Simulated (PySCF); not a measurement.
# Ionisation energy of I³⁺ by level of theory

I³⁺ [Kr] 4d10 5s2 5p2 [5p1/2^2, M_J = 0] → I⁴⁺ [Kr] 4d10 5s2 5p1 [5p1/2^1, M_J = 1/2], as a difference of total energies. Calculation: PySCF 2.14, in x2c-TZVPall-2c; the two-component X2C-1e Hamiltonian. Correlated levels: [Ar] 3d10 frozen; the 6 highest virtual spinors dropped. "Screened" scales the spin-orbit matrix elements by Boettger's factors to mimic the two-electron term; Breit and QED terms are absent.

| method | ionisation energy (eV) |
| --- | --- |
| GHF (spin-free) | 39.341 |
| GMP2 (spin-free) | 40.039 |
| GHF (screened spin-orbit) | 38.919 |
| GMP2 (screened spin-orbit) | 39.926 |

How much does correlation contribute at GMP2 (screened spin-orbit)?

39.926 − (38.919) = 1.007 eV, measured against GHF (screened spin-orbit).

The spin-free rows relax to the high-spin LS determinant and lack the spin-orbit shift.

Errors of the correlated levels include the incompleteness of this basis and the frozen core.

The labels give the starting determinants; with spin-orbit coupling the two ends relaxed to ⟨J²⟩ = 0.00, ⟨L²⟩ = 1.35, ⟨S²⟩ = 1.35 and ⟨J²⟩ = 0.76, ⟨L²⟩ = 2.04, ⟨S²⟩ = 0.78.

For comparison: 40.357 ± 0.025 eV (measured; NIST Atomic Spectra Database, ionization energies).
